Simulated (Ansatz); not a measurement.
System: BClF, charge 0, doublet. BClF (SMILES F[B]Cl, doublet).
B3LYP-D3(BJ)/def2-TZVP minimum from Ansatz (an electronic-structure program):
```xyz
3

B      0.2874    -0.7565     0.1075
F      0.3091    -0.8065     1.4102
Cl    -0.2482     0.6494    -0.7782
```
Charge 0, spin multiplicity 2.

Total energies in cc-pV(D+d)Z, 17 correlated electrons, 7 frozen orbitals. Open shells are spin-unrestricted; no spin-orbit coupling. Correlated methods leave the cores frozen. No relativity.

```json
[
 {"method": "HF", "program": "Ansatz", "energy (Eh)": "-583.66751", "minus CCSDT(Q) (mEh)": "413.37"},
 {"method": "MP2", "program": "Ansatz", "energy (Eh)": "-584.05084", "minus CCSDT(Q) (mEh)": "30.03"},
 {"method": "CCSD", "program": "Ansatz", "energy (Eh)": "-584.06976", "minus CCSDT(Q) (mEh)": "11.12"},
 {"method": "CCSD(T)", "program": "Ansatz", "energy (Eh)": "-584.07922", "minus CCSDT(Q) (mEh)": "1.65"},
 {"method": "CCSDT(Q)", "program": "Ansatz", "energy (Eh)": "-584.08088", "minus CCSDT(Q) (mEh)": "0.00"}
]
```

Rough core times of Ansatz's runs on a shared machine: CCSD(T) under 20 s, CCSDT(Q) 3 min.
